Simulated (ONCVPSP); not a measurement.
# S: variants of one ONCV potential

Base potential:

```json
{"Element": "sulfur (S)", "Generator": "ONCVPSP 4.0.1", "Type": "optimised norm-conserving Vanderbilt (ONCV)", "Functional": "PBE", "Relativity": "scalar-relativistic", "Frozen core": "[He]", "Valence charge": "14", "Reference configuration": "2s2 2p6 3s2 3p3.75 (charge +0.25)", "Partial waves": "2s+3s: rc 0.65 bohr, ncon 5, nbas 10, qcut 21.1 1/bohr, 2 projectors; 2p+3p: rc 0.65 bohr, ncon 3, nbas 6, qcut 18.2 1/bohr, 3 projectors, debl 1.2 Ha; d scattering state at 0.11 Ha: rc 0.60 bohr, ncon 5, nbas 9, qcut 18.2 1/bohr, 3 projectors, debl 3.4 Ha", "Local potential": "polynomial inside 0.45 bohr (lpopt 5, dvloc0 1 Ha)", "Core correction": "none"}
```

Cutoffs, loose and tight: the cutoffs (Ha) at which the residual kinetic energy of the hardest occupied pseudo-wave falls to 1 and 0.1 mHa per electron. They do not see the model core or the augmentation charge, which bear on the density cutoff. Test errors are all-electron minus pseudo excitation energies from the reference, over the configurations 2s2 2p6 3s2 3p4; 2s2 2p6 3s2 3p3; 2s2 2p6 3s2 3p2; 2s2 2p6 3s1 3p5. A dash means not determined; rows that change the core or the reference have their own tests.

A true bound ghost makes a file unfit for plane-wave use even where its test errors are small: the radial tests pick states by their node count and pass the ghost by.

```csv
change,outcome,"cutoff, loose","cutoff, tight",bound ghosts,GHOST(+) flags above zero,largest test error (meV)
base,generated,155 Ha,185 Ha,d,p,+2.5
s: qcut 12.4,generated,265 Ha,670 Ha,d,p,+2.8
s: qcut 16.5,generated,147 Ha,185 Ha,d,p,+2.6
s: qcut 19.1,generated,147 Ha,185 Ha,d,p,+2.5
s: qcut 25.3,generated,196 Ha,234 Ha,d,p,+2.4
s: qcut 28.4,generated,226 Ha,270 Ha,d,p,+2.3
```

(1) What comes out with this change to the base: s: qcut 31.1?

(2) What comes out with this change to the base: s: qcut 21.9?

Answers

(1) outcome: generated; cutoff, loose: 257 Ha; cutoff, tight: 310 Ha; bound ghosts: s, d; GHOST(+) flags above zero: p; largest test error (meV): +2.1.

(2) outcome: generated; cutoff, loose: 162 Ha; cutoff, tight: 192 Ha; bound ghosts: d; GHOST(+) flags above zero: p; largest test error (meV): +2.5.

Reading the sweep of the qcut of the s channel (base included, trends over the rows without a ghost): Bound ghosts are found at 12.4, 16.5, 19.1, 21.1, 21.9, 25.3, 28.4, 31.1 1/bohr. Every judged row has one, so this setting neither creates nor removes them.
